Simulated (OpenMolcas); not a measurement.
# Cu2+ in CaO: curves along the breathing mode

Cu2+ with its 6 nearest oxide ions, on the Ca site of CaO (a = 4.8105 Å, distance in the model lattice 2.405 Å). The rest of the host is ab initio model potentials to 7.6 Å, with orthogonalisation functions on the cations behind the ligands, and point charges beyond; the distance is set by hand and nothing relaxes. Ligand basis ANO-RCC-VDZP.

* Program: OpenMolcas
* Method: CASSCF
* Basis: ANO-RCC-VDZP [5s4p2d1f]
* Scalar Hamiltonian: DKH2, point nucleus
* Active space: 9 electrons in 5 orbitals (3d)
* State averaging: 2S+1 = 2 even, 5 roots
* Spin-orbit coupling: state interaction with AMFI integrals over the reference wave functions

Spin-free energies (labels of O, the rotations of Oh) in cm-1 above the lowest fitted minimum, as all ligands move together:

```json
{"R (Å)": "2.067", "2E": "14630", "2T2": "21550"}
{"R (Å)": "2.116", "2E": "8030", "2T2": "14330"}
{"R (Å)": "2.165", "2E": "3510", "2T2": "9280"}
{"R (Å)": "2.213", "2E": "920", "2T2": "6240"}
{"R (Å)": "2.262", "2E": "0", "2T2": "4930"}
{"R (Å)": "2.311", "2E": "740", "2T2": "5330"}
{"R (Å)": "2.359", "2E": "3020", "2T2": "7310"}
```

Cubic fits give the following; the wavenumber is harmonic, with the mass of all moving ligands, small differences in it between states hang on the degree of the fit, a number in brackets counts states of one label, and the table is a selection of at most 14 states with clean curves.

```tsv
State	R0 (Å)	Breathing mode (cm-1)	Minimum (cm-1)
2E	2.263	492	0
2T2	2.274	496	4880
```

The minimum of 2T2 is shifted by +0.0105 Å against 2E (from the unrounded fits). With M = 96.0 u for the moving shell, the Huang-Rhys factor in this mode is S = M ω ΔR² / 2ħ = 0.01483 × 96.0 × 492 × 0.0105² = 0.08. Only the first shell moves, against a rigid host.

An orbital doublet at a regular site is open to a Jahn-Teller distortion, which this geometry leaves out. Ligand-to-metal charge-transfer states are missing. With metal d orbitals alone and no dynamic correlation 10Dq can be off by a tenth to a fifth, either way, in oxide and fluoride hosts. No measured value stands beside these numbers.
